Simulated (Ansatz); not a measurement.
Which method gave which barrier?

Saddle point of GeH6O3, closed shell (GeH₄O ([OH][GeH3]) + H₂O₂ ([OH][OH]) → GeH₄O₂ ([OH][O][GeH3]) + H₂O; bonds formed: Ge1–O7, O2–H6; bonds broken: Ge1–O2, H6–O7), PBE0-D4/def2-TZVP structure:

```
10
angstrom
Ge -0.4568 -0.6774 -0.6946
O 1.4440 -0.6704 0.0722
H 0.1782 -1.2075 -2.0168
H -1.1463 -1.8492 0.0092
H -1.3255 0.5172 -1.1385
H 0.9453 -0.0295 0.8155
O -0.2923 0.3550 1.1408
O -0.3333 1.7587 0.8834
H 2.0962 -0.2111 -0.4645
H -1.1097 2.0143 1.3934
```

Program: Ansatz 0.2.0. Basis: def2-TZVPP, with def2-QZVPP for the basis limit. Cores are frozen in the correlated methods. Filled d shells of the heavier atoms are correlated. The def2 sets are not built for correlating such inner shells, so the correlated values are less sure here. Extrapolation: Hartree–Fock as exp(−7.88 √X), correlation as X^−2.97. Four methods, as single points on the PBE0-D4 structures, gave these electronic barriers from the start structure: 69.3, 103.4, 119.1, 176.2 kJ/mol.

The methods were, in alphabetical order, HF, MP2, r2SCAN-D4, SPW92. Which gave which? (A judgement: the text doesn't fix the answer.)

Computed: SPW92 69.3; r2SCAN-D4 103.4; MP2 119.1; HF 176.2 kJ/mol. For comparison, CCSD(T) at an estimated basis limit (MP2 extrapolated from triple and quadruple zeta, plus CCSD(T) − MP2 in triple zeta) gives 126.8 kJ/mol.

No T1 diagnostic of these runs exceeds 0.014.

Labels in which every atom is bracketed show which atoms are joined, not bond orders.

For scale, one of the runs: CCSD(T)/def2-TZVPP, 225 basis functions, launched by `ansatz run in.yaml --threads 4 --pin off --events-out ev --progress --plain --max-ram 9574MiB`. The run took 2.7 min on 4 CPU threads of an Arm Neoverse V2 (shared host), with 4 GiB of host memory at its peak.
